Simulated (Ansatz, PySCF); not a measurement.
Species: Si2O2, net charge 0, singlet state. SMILES: o1[si]2o[si]1=2
Geometry: optimised at B3LYP-D3(BJ)/def2-TZVP (Ansatz, a program for electronic structure).

Quantity: vertical triplet-singlet gap (E(triplet) - E(singlet); each state is the SCF solution reached for its spin; for the singlet the Hartree-Fock reference is unstable and T1 is 0.017), in kcal/mol. Valence correlation only, unless marked. UHF or UKS for open shells. No spin-orbit coupling. No relativistic terms. 

```csv
level,program,vertical triplet-singlet gap (kcal/mol)
HF/aug-cc-pV(Q+d)Z,Ansatz,49.5
SVWN5/def2-TZVPD,Ansatz,53.2
B3LYP/def2-TZVPD,Ansatz,59.3
M06-2X/def2-TZVPD,PySCF,63.0
CAM-B3LYP/def2-TZVPD,Ansatz,64.1
wB97M-V/def2-TZVPD,Ansatz,70.5
MP2/aug-cc-pV(D+d)Z,Ansatz,63.6
RI-MP2/aug-cc-pV(T+d)Z,Ansatz,64.9
SCS-MP2/aug-cc-pV(D+d)Z,Ansatz,67.1
```
